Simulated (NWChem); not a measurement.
# C$_{3}$H$_{4}$BFO; SMILES B1(CC(C1)=O)F

```xyz
10

O     -0.3991    -2.2524     0.0000
C     -0.0334    -1.0996     0.0000
C      0.1680    -0.0830     1.1542
B     -0.0031     0.9959     0.0000
F     -0.2485     2.2985     0.0000
C      0.1680    -0.0830    -1.1542
H      1.2291    -0.1061     1.4979
H     -0.4777    -0.1858     2.0485
H     -0.4777    -0.1858    -2.0485
H      1.2291    -0.1061    -1.4979
```
Atoms are numbered in this order, from 1.

Program: NWChem. Coordinates come from a PBE-D3(BJ)/def2-SVP optimisation. B3LYP is NWChem's, with the RPA form of VWN correlation. Atomic charges in e: unrestrained fits to the electrostatic potential beside Mulliken populations; buried atoms are poorly determined by the fit.

Task: Predict the results for B3LYP/def2-SVP. Quantities: ESP O1; Mulliken O1; ESP C2; Mulliken C2; ESP C3; Mulliken C3; ESP B4; Mulliken B4; ESP F5; Mulliken F5; relative RMS misfit of the potential (%).

Result: 
```json
{
 "ESP O1": "-0.51",
 "Mulliken O1": "-0.17",
 "ESP C2": "0.67",
 "Mulliken C2": "0.00",
 "ESP C3": "-0.48",
 "Mulliken C3": "-0.07",
 "ESP B4": "0.61",
 "Mulliken B4": "0.11",
 "ESP F5": "-0.29",
 "Mulliken F5": "-0.07",
 "relative RMS misfit of the potential (%)": "20"
}
```
